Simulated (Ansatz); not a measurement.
The cluster Al2S2. Charge 0, multiplicity 3. Geometry PBE0-D4/def2-TZVP.

```xyz
4

Al    2.1024    0.3648    0.5434
Al   -0.1525   -0.1474   -0.5410
S     0.0835    0.3865    1.5646
S    -2.0334   -0.6040   -1.5670
```

HSE06 is defined as in plane-wave codes, on full-range PBE exchange. At HF/def2-TZVP the charge 0 triplet is spin-contaminated (final ⟨S²⟩ up to 2.12, 2.00 for a pure state). At LDA (SPW92)/def2-TZVP, PBE-D4/def2-TZVP the gap within one spin of the charge 0 triplet nearly closes, so an electron or hole may be smeared out by delocalisation error. At PBE0-D4/def2-TZVP a singlet of charge 0 lies 1.67 eV below the triplet, each at its own geometry. The structure comes from a short search, and lower isomers may exist.

Q: Estimate the α-spin orbital energies around the gap (eV) in Ansatz with HF/STO-3G, HF/def2-TZVP, LDA (SPW92)/def2-TZVP, PBE-D4/def2-TZVP, HSE06-D4/def2-TZVP.

A: 
```
orbital  HF/STO-3G  HF/def2-TZVP  LDA (SPW92)/def2-TZVP  PBE-D4/def2-TZVP  HSE06-D4/def2-TZVP
HOMO−13     -79.32        -88.47                 -70.32            -70.09              -74.31
HOMO−12     -78.03        -87.97                 -69.87            -69.84              -74.05
HOMO−11     -77.90        -87.87                 -69.80            -69.77              -74.03
HOMO−10     -77.86        -87.82                 -69.72            -69.68              -73.95
 HOMO−9     -22.19        -26.37                 -17.76            -17.60              -19.75
 HOMO−8     -20.90        -25.15                 -16.79            -16.90              -19.02
 HOMO−7     -11.35        -14.88                 -10.42            -10.23              -11.09
 HOMO−6      -9.56        -13.69                  -9.42             -9.25              -10.17
 HOMO−5      -8.28        -13.01                  -7.91             -7.84               -9.19
 HOMO−4      -6.98        -11.98                  -7.51             -7.30               -8.70
 HOMO−3      -6.52        -11.30                  -6.97             -7.12               -8.05
 HOMO−2      -4.98        -10.33                  -6.62             -6.43               -7.50
 HOMO−1      -3.97         -9.20                  -6.36             -6.34               -6.58
   HOMO      -3.47         -8.11                  -5.16             -5.10               -5.46
   LUMO       8.35          0.50                  -3.40             -3.19               -2.57
 LUMO+1       9.17          1.44                  -2.39             -2.20               -1.75
 LUMO+2      10.07          1.73                  -1.94             -1.78               -1.39
 LUMO+3      13.24          2.82                  -0.90             -0.69               -0.15
 LUMO+4      14.51          3.64                  -0.03              0.14                0.56
 LUMO+5      18.85          3.95                   0.54              0.71                1.11
 β HOMO      -3.55         -8.42                  -6.09             -5.90               -6.14
 β LUMO       5.62         -0.78                  -6.08             -5.83               -5.43
```
